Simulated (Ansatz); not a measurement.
**Reading a saddle point**

A first-order saddle point of SiH4BrClO, singlet, PBE0-D4/def2-TZVP, with one imaginary mode of 416i cm⁻¹:

```xyz
8
angstrom
Si -0.4865 -0.3157 0.2206
Br 1.9419 -1.0595 0.9481
H -0.5927 -1.3393 -0.8318
H -0.8201 -0.7847 1.5768
O -1.5328 0.9372 0.1528
H 1.9258 0.0434 -0.2911
Cl 1.0550 0.9909 -1.1726
H -1.4904 1.5276 -0.6027
```

Computed with Ansatz 0.2.0 (basis: def2-TZVPP and def2-QZVPP); correlated methods freeze the cores. Filled d shells of the heavier atoms are correlated. The def2 sets are not built for correlating such inner shells, so the correlated values are less sure here. Extrapolation: Hartree–Fock as exp(−7.88 √X), correlation as X^−2.97.

(1) Which contacts change along the imaginary mode, and what lies on either side? (A judgement: the text doesn't fix the answer.)

(2) Which side is lower, and how far does the saddle lie above each? (An estimate is asked for; the value comes from the calculation.)

No T1 diagnostic of these runs exceeds 0.011.

Results:

(1) Computed: The step is SiH₃BrO ([OH][SiH2][Br]) + HCl → SiH₃ClO ([OH][SiH2][Cl]) + HBr, with the molecules in contact on both sides. Shortening one way: Si1–Cl7, Br2–H6; lengthening the same way: Si1–Br2, H6–Cl7.
```json
{"pair": "Si1–Cl7", "one side (Å)": "3.89", "saddle (Å)": "2.45", "other side (Å)": "2.07"}
{"pair": "Br2–H6", "one side (Å)": "2.55", "saddle (Å)": "1.66", "other side (Å)": "1.43"}
{"pair": "Si1–Br2", "one side (Å)": "2.25", "saddle (Å)": "2.64", "other side (Å)": "4.03"}
{"pair": "H6–Cl7", "one side (Å)": "1.29", "saddle (Å)": "1.56", "other side (Å)": "2.55"}
```

(2) By the calculation: The side with Si1–Br2, H6–Cl7 short is lower by 0.060 eV; the saddle lies 1.616 eV above it and 1.557 eV above the other (CCSD(T) at an estimated basis limit (MP2 extrapolated from triple and quadruple zeta, plus CCSD(T) − MP2 in triple zeta); electronic energies).

Labels in which every atom is bracketed show which atoms are joined, not bond orders.

For scale, one of the runs: CCSD(T)/def2-TZVPP, 219 basis functions, launched by `ansatz run in.yaml --threads 4 --pin off --events-out ev --progress --plain --max-ram 9574MiB`. Hardware: 4 CPU threads of an Arm Neoverse V1, shared host. Wall time 2.1 min; peak host memory 3.2 GiB.
